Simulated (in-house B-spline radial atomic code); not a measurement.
Relativistic effects in Ar⁸⁺, [He] 2s2 2p6: non-relativistic Hartree-Fock (point nucleus) against Dirac-Hartree-Fock (Fermi nucleus of rms radius 3.4274 fm), both averages of the configuration, computed with a radial B-spline atomic code at the basis-set limit.

| orbital | ε NR (Eh) | ε Dirac (Eh) | <r> NR (bohr) | <r> Dirac (bohr) | change of <r> (%) |
| --- | --- | --- | --- | --- | --- |
| 1s1/2 | -125 | -125.53 | 0.08606 | 0.08558 | -0.6 |
| 2s1/2 | -18.298 | -18.399 | 0.4085 | 0.4062 | -0.6 |
| 2p1/2 | -15.601 | ? | 0.3702 | ? | ? |
| 2p3/2 | -15.601 | ? | 0.3702 | ? | ? |

(1) What happens to 2p3/2?

(2) What happens to 2p1/2?

(3) What explains the pattern of contraction and expansion?

(4) By how much does the total energy change?

Results:

(1) Its energy goes to -15.587 hartree and <r> to 0.3701 bohr (-0.02 %).

(2) Its energy goes to -15.674 hartree and <r> to 0.3679 bohr (-0.60 %).

(3) The s and p1/2 orbitals contract directly, as their density near the nucleus moves at relativistic speed. Nothing expands appreciably in this ion.

(4) By -1.8305 hartree, from -505.968 to -507.799.
